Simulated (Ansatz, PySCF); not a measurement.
Ga(H)2(Et) (C2H7Ga), SMILES [GaH2][CH2]C. Atoms are numbered in the order given.

```xyz
10

Ga    -0.4646     0.6046     0.3822
H     -0.6834     1.1094     1.8634
H     -1.2375     1.3187    -0.7977
C      0.7698    -0.9109     0.0188
C      0.9179    -1.3289    -1.4476
H      0.4224    -1.7582     0.6393
H      1.7487    -0.6332     0.4526
H      1.2949    -0.5017    -2.0715
H     -0.0462    -1.6397    -1.8826
H      1.6176    -2.1738    -1.5700
```
Charge 0, spin multiplicity 1.

Geometry: B3LYP-D3(BJ)/def2-SVP. The structure was generated by enumeration; whether it is a known compound was not checked.

Two levels are set side by side: PBE-D3(BJ)/def2-SVP (Ansatz, a program for electronic structure) and B3LYP-D3(BJ)/def2-SVP (Ansatz). Each level has its own optimised geometry; the coordinates shown are those of the second. Frequencies come from the Hessian of PySCF at each geometry. Differences are taken from unrounded values.

```tsv
quantity	B3LYP-D3(BJ)
mean bond length (Å)	1.356
bond Ga1–C4 (Å)	1.988
bond C4–C5 (Å)	1.532
bond Ga1–H2 (Å)	1.580
bond Ga1–H3 (Å)	1.581
bond C4–H6 (Å)	1.106
bond C4–H7 (Å)	1.106
bond C5–H8 (Å)	1.102
bond C5–H9 (Å)	1.102
bond C5–H10 (Å)	1.104
highest harmonic wavenumber (cm⁻¹)	3099
mean harmonic wavenumber (cm⁻¹)	1402
zero-point energy (kcal/mol)	48.10
```

Question: What does PBE-D3(BJ) give, and how far is it from B3LYP-D3(BJ)? (An estimate is asked for; the answer gives what the named calculation found.)

Answer: 
```csv
quantity,PBE-D3(BJ),PBE-D3(BJ) minus B3LYP-D3(BJ)
mean bond length (Å),1.362,0.006
bond Ga1–C4 (Å),1.988,0.000
bond C4–C5 (Å),1.532,0.000
bond Ga1–H2 (Å),1.588,0.008
bond Ga1–H3 (Å),1.589,0.008
bond C4–H6 (Å),1.114,0.008
bond C4–H7 (Å),1.114,0.008
bond C5–H8 (Å),1.110,0.007
bond C5–H9 (Å),1.110,0.007
bond C5–H10 (Å),1.111,0.008
highest harmonic wavenumber (cm⁻¹),3049,-49
mean harmonic wavenumber (cm⁻¹),1367,-34
zero-point energy (kcal/mol),46.92,-1.18
```

Exact exchange shortens and stiffens bonds; PBE has none. Differences between two approximate levels are no errors against the true value.
